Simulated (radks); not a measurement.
The numbers below are computed, except where a source is named.
Orbital eigenvalues (eV) of the calcium ion Ca3+, [Ne] 3s2 3p5, at several levels of relativity; Dirac values are averaged over j with weights 2j + 1. Spin-unpolarised spherical Kohn-Sham, LDA (Slater exchange, Perdew-Wang correlation), point nucleus unless stated (finite: rms radius 3.4776 fm), a radial shooting solver on a logarithmic mesh with Libxc functionals. A level marked "c x" has the speed of light scaled by that factor and shares open shells by 2j + 1; other Dirac levels either fill j = l - 1/2 first or share by 2j + 1.

shell  non-rel.  scalar-rel., finite nucleus  Dirac, 2j+1 shares, finite nucleus  Dirac, c x 5  change of magnitude, last against first (%)
1s      -3953.3                      -3974.7                             -3974.2       -3954.1                                        +0.02
2s      -445.06                      -448.82                             -448.74       -445.20                                        +0.03
2p      -370.05                      -370.41                             -370.34       -370.06                                        0.00
3s      -78.645                      -79.154                             -79.147       -78.665                                        +0.03
3p      -59.691                      -59.711                             -59.706       -59.692                                        0.00
